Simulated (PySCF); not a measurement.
**[Yb(HCN)]2+ relaxed at several levels**

Computed with PySCF 2.14.0, PBE0, def2-SVP on the ligands, density fitting, scalar-relativistic core potentials, no spin-orbit coupling, vacuum. Each row is relaxed at its own level from the same template. Distances are means of the shortest metal–ligand contacts, charges and spins Mulliken's; removal energies are rigid, with the ligand's formal charge and no counterpoise, so too large; for an anion taken off a cation in vacuum most of it is the attraction of opposite charges, and multiply charged cations can part far more cheaply with an electron moved from ligand to metal. lcecp potentials hold a fixed number of 4f electrons in the core, out of states, spins and gaps.

| level | basis on the metal | point group | M–HCN (Å) | charge on M (e) | HOMO–LUMO gap (eV) | removal of one HCN (eV) | strongest infrared band, degenerate modes summed (cm⁻¹) | unstable modes (below −25 cm⁻¹) |
| --- | --- | --- | --- | --- | --- | --- | --- | --- |
| PBE0 | def2-SVP with ECP28 | C∞v | 2.343 | 1.77 | 6.44 | 2.84 | 2246 | 0 |

Task: What does the calculation give for PBE0, lcecp-0-SVP with ECP60?

Result: point group: C∞v, M–HCN (Å): 2.430, charge on M (e): 1.76, removal of one HCN (eV): 2.62, strongest infrared band, degenerate modes summed (cm⁻¹): 2245, unstable modes (below −25 cm⁻¹): 0.
```xyz
4

Yb    0.0000    0.0000   -0.2949
N     0.0000    0.0000    2.1355
C     0.0000    0.0000    3.2889
H     0.0000    0.0000    4.3839
```

One start shape was tried for each, so a minimum needn't be the lowest isomer.
